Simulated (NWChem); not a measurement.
SiH2O2IF; SMILES F[Si](I)(O)O

```xyz
7

O      0.2033    -1.8618     1.4873
Si    -0.0133    -1.2203     0.0048
O     -1.4217    -1.7588    -0.6314
F      1.2485    -1.6899    -0.8693
I      0.0188     1.2147     0.0039
H     -0.5269    -1.8149     2.1112
H     -1.7722    -1.3078    -1.4058
```
Atoms are numbered in this order, from 1.

Coordinates come from a PBE0/def2-SVP optimisation. Not confirmed as a minimum by frequencies. def2 effective core potentials on I; no spin-orbit coupling.

List the 4 lowest vertical singlet excitations from PBE0/def2-SVPD with def2 effective core potentials on I, TDA (NWChem).


```
state  energy (eV)  oscillator strength  leading excitation (squared amplitude)
-----  -----------  -------------------  --------------------------------------
S1            6.05                0.019                      HOMO → LUMO (0.92)
S2            6.08                0.025                    HOMO−1 → LUMO (0.93)
S3            6.96                0.035                    HOMO → LUMO+1 (0.87)
S4            6.99                0.044                  HOMO−1 → LUMO+1 (0.89)
```
